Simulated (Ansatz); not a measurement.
Two isomers of BFH4SeSi: A = `FB([SiH3])[SeH]`, B = `B[Se][SiH2]F`.

Gas-phase electronic energies from Ansatz, PBE0-D4/def2-TZVP geometries. CCSD(T)/CBS is the MP2 limit (def2-TZVPP, def2-QZVPP) plus CCSD(T) − MP2 in def2-TZVPP, frozen cores. DFT in def2-TZVPP. B3LYP here is the variant with VWN-RPA as its local correlation; programs differ in this. For Se outer-core shells are correlated without core-valence functions, which leaves a few kJ/mol of doubt a bond. Scalar relativity is left out up to krypton. Each species was taken in one conformer, which may not be the lowest.

Problem. Which isomer does CCSD(T)/CBS put lower? Give the gap. (An estimate is asked.)

Solution. The calculation gave: B, by 85.9 kJ/mol.

Problem. Give E(B) − E(A) in kJ/mol with r2SCAN-D4, CCSD(T)/def2-TZVPP, B3LYP, CCSD/def2-TZVPP, ωB97M-V, B3LYP-D4, B2PLYP. (Best estimate.)

Solution. Computed: r2SCAN-D4 -72.7, CCSD(T)/def2-TZVPP -77.1, B3LYP -72.6, CCSD/def2-TZVPP -79.1, ωB97M-V -79.3, B3LYP-D4 -73.8, B2PLYP -79.9. None reverses the order clearly.

Largest T1 diagnostic: 0.013.

From PBE to PBE0 (25 % exact exchange), in def2-TZVPP and without D4, E(B) − E(A) moves by −9.1 kJ/mol.
